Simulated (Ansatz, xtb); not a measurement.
**C5H5ClO2: which of two isomers lies lower**

Structure I: `COc1ccc(Cl)o1`, a singlet. Structure II: `COc1occc1Cl`, a singlet. Both are isolated molecules in the gas phase, relaxed with PBE0-D3(BJ)/def2-SVP; each stands in its lowest conformer found.

Energies in hartree; the thermal terms are from GFN2-xTB frequencies at re-optimised GFN2-xTB minima (ideal gas, soft modes damped towards free rotors, one conformer each, 298.15 K, 1 atm) and include the zero-point energy:

```
                              I           II
E, CCSD(T)/def2-SVP  −802.256892  −802.254194
    E, MP2/def2-SVP  −802.168193  −802.164781
  E, MP2/def2-TZVPP  −803.019455  −803.015305
  zero-point energy     0.090238     0.090134
       H(298 K) − E     0.098821     0.098777
       G(298 K) − E     0.057545     0.057254
```

Problem. Correct the CCSD(T) difference for the basis set by the MP2 change, then work out ΔE, ΔE₀, ΔH and ΔG for I → II in kJ/mol (1 Eh = 2625.50 kJ/mol) and the equilibrium ratio [II]/[I].

Solution. 1. Differences II − I: CCSD(T) +0.002698, MP2 in the small set +0.003412, MP2 in the large set +0.004150 Eh.
2. ΔE = +0.002698 + (+0.004150 − (+0.003412)) = +0.003436 Eh = +9.02 kJ/mol.
3. ΔE₀ = ΔE + ΔZPE = +0.003436 + (−0.000104) Eh = +8.75 kJ/mol.
4. ΔH = ΔE + (−0.000044) Eh = +8.91 kJ/mol.
5. ΔG = ΔE + (−0.000291) Eh = +8.26 kJ/mol, so ΔS = (ΔH − ΔG)/T = +2.2 J/(mol K).
6. kT = 0.9442 mEh, so K = [II]/[I] = exp(−ΔG/kT) = exp(−3.33) ≈ 0.036.

Structure I is favoured at this temperature. An error of 4 kJ/mol in ΔG would change K by a factor of 5. HF/STO-3G found them nearly level. GFN2-xTB gave ΔE the other sign. Mirror images and further conformers aren't counted.

As drawn, both hold the same kinds of bond in the same numbers.

Other levels gave ΔE = −5.0 (GFN2-xTB); +0.2 (HF/STO-3G, GFN2-xTB geometries); +8.6 (r2SCAN-D4/def2-SVP, GFN2-xTB geometries); +8.7 (PBE0-D3(BJ)/def2-SVP); +4.5 (HF/def2-SVP); +9.0 (MP2/def2-SVP); +7.1 (CCSD(T)/def2-SVP) kJ/mol. The correlated steps freeze 12 core orbitals. Programs: Ansatz 0.2.0, xtb 6.7.1.
